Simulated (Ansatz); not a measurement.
```yaml
crystal:
  periodic: [false, false, false]
  atoms:
    - {symbol: La, position_ang: [-0.567324, -1.727037, 0.401293]}
    - {symbol: Cu, position_ang: [1.336599, 0.330383, -0.100355]}
    - {symbol: Cu, position_ang: [0.096702, 0.618714, 1.893281]}
    - {symbol: Cu, position_ang: [0.022356, -0.256275, -1.977496]}
    - {symbol: Cu, position_ang: [-0.888333, 1.034224, -0.216724]}
basis:
  gaussian: {orbitals: def2-TZVP, initial_orbitals: start.molden}
magnetization: {spin_polarized: true, initial_magnetization: 3}
hamiltonian: {xc: {name: wB97X-V}}
scf: {omitted_lower_state_checks: [starts]}
output: {orbitals: {seedname: orbitals}}
```

The file start.molden holds the orbitals of an earlier run on this structure, at another level or in another basis.

```sh
$ ansatz run in.yaml --threads 4 --pin off --events-out ev --progress --plain --max-ram 4787MiB
```

(1) Does this run fit into the memory that it is given?

Results:

(1) No. It has 220 basis functions, and Ansatz plans for 5.39 GiB where 4.67 GiB are given.
